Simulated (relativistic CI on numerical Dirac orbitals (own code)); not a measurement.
# Spin-allowed bands of a d7 ion in an octahedral site, by hand

Problem. Take Δ = 8500 cm⁻¹ and B = 920 cm⁻¹ for a high-spin d7 ion in an octahedral site. Calculate the three spin-allowed bands.

Working.
1. The terms of highest spin are 4F (energy 0) and 4P (15B = 13800 cm⁻¹). Here the F term splits into A2 at +1.2Δ = 10200, T2 at +0.2Δ = 1700 and T1 at −0.6Δ = -5100 cm⁻¹.
2. The two T1 states mix through the element 0.4Δ: H = [[-5100, 3400], [3400, 13800]], with roots ½(H₁₁ + H₂₂) ∓ ½√[(H₂₂ − H₁₁)² + 4H₁₂²] = ½(8700) ∓ ½(20086) = -5693 and 14393 cm⁻¹.
3. The ground term is 4T1 at -5693 cm⁻¹.
4. Bands: 4T2 7393 cm⁻¹ (1353 nm), 4A2 15893 cm⁻¹ (629 nm), 4T1(P) 20086 cm⁻¹ (498 nm).

Check. Exact diagonalisation of the whole d7 shell with these parameters gives 4T2 7393, 4A2 15893, 4T1 20086 cm⁻¹. The match is exact, since without spin-orbit coupling no other term has this spin. The ratio of the second band to the first, 2.150, depends on Δ/B = 9.2 alone, which is how a Tanabe-Sugano diagram is read.
